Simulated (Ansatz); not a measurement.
Input for Ansatz (a quantum-chemistry and plane-wave program): U-B3LYP/def2-TZVPP on CH4N (SMILES C[NH]), 2S+1 = 2.

Ansatz 0.2 input:
```yaml
crystal:
  periodic: [false, false, false]
  atoms:
    - {symbol: C, position_ang: [-0.59849293, 0.14384067, 0.11799395]}
    - {symbol: N, position_ang: [0.72664573, -0.29107125, -0.22735147]}
    - {symbol: H, position_ang: [-0.74920613, 0.14952188, 1.20825944]}
    - {symbol: H, position_ang: [-1.34682846, -0.50721037, -0.33459110]}
    - {symbol: H, position_ang: [-0.78272935, 1.17687043, -0.21416875]}
    - {symbol: H, position_ang: [1.38320138, 0.35527280, 0.22399699]}
basis:
  gaussian:
    orbitals: def2-TZVPP
hamiltonian:
  xc: {name: B3LYP}
magnetization: {spin_polarized: true, initial_magnetization: 1}
accuracy: high
relax: {f_tol: 0.0005, max_steps: 60}
output: {forces: true}
```

Question: Predict the final total energy.

Answer: -95.2363 hartree.

Question: How many basis functions does it have, and what does it roughly cost on one machine?

Answer: 118 functions; about 40 core-seconds (a rough figure).
